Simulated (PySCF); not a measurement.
A structure optimised at PBE-D3(BJ)/def2-TZVP, used in a PySCF frequency run:

```xyz
5

Mg     0.0000     0.0000    -0.0217
O      0.0725     1.7953     0.0492
O     -0.0725    -1.7953     0.0492
H     -0.4054     2.5681    -0.2638
H      0.4054    -2.5681    -0.2638
```
Charge 0, spin multiplicity 1.

Task: Write its SMILES, formula and point group.

Result: [OH][Mg][OH], H2MgO2, C2

Task: What are its rotational constants (standard atomic weights)?

Result: 735.16, 4.3309, 4.3221 GHz
